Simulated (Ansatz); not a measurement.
Isolated molecules relaxed with PBE0-D4/def2-TZVP in Ansatz; ΔE leaves out vibrations. CBS: MP2 limit from def2 TZ/QZ plus the TZ coupled-cluster correction, frozen cores. This one scheme is used for every species. DFT in def2-TZVPP. Each species was taken in one conformer, which may not be the lowest.

Reaction (ligand exchange at the Si–O bond): `CO[SiH2]Cl` + `CO[SiH](F)S` → `CO[SiH](F)S[SiH2]Cl` + CH₃OH

```tsv
level	ΔE (kJ/mol)
PBE	28.7
CCSD(T)/def2-TZVPP	40.2
```

Question: What does CCSD(T)/CBS give? (An estimate is asked.)

Answer: The calculation gave: +35.5 kJ/mol. The listed levels differ from it by -6.8, 4.7 kJ/mol.

Largest T1 diagnostic among the species: 0.012.

In def2-TZVPP, CCSD(T) changes the Hartree–Fock value by −17.0 kJ/mol (the triples alone add −3.5 kJ/mol) and MP2 by −20.9 kJ/mol. The D4 term adds −8.7 kJ/mol with B3LYP and −5.0 kJ/mol with PBE0; it sums over pairs of atoms, weighted by their polarisabilities, and B3LYP, whose exchange is more repulsive, gets the larger term.

B3LYP here is the variant with VWN-RPA as its local correlation; programs differ in this.
